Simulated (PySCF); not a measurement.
A calculated (r2SCANh, PySCF 2.14, aug-cc-pVDZ-DK, the spin-free X2C one-electron Hamiltonian (Gaussian nucleus)) atom or ion has these occupied shells.

```
shell  electrons  orbital energy (eV)  rms radius, mean of both spins (bohr)
 1s α          1             -14241.2                                 0.0478
 1s β          1             -14240.7                                 0.0478
 2s α          1              -1927.2                                  0.199
 2s β          1              -1927.1                                  0.199
 2p α          3              -1706.9                                  0.177
 2p β          3              -1706.6                                  0.177
 3s α          1              -314.59                                  0.566
 3s β          1              -314.15                                  0.566
 3p α          3              -243.35                                  0.583
 3p β          3              -242.80                                  0.583
 3d α          5              -125.59                                  0.613
 3d β          5              -124.97                                  0.613
 4s α          1              -62.882                                   1.57
 4s β          1              -57.448                                   1.57
 4p α          3              -46.034                                   1.76
```

(1) Name the element and its charge.

Results:

(1) Kr³⁺ (krypton, charge +3), in [Ar] 3d10 4s2 4p3, high-spin 4S determinant.
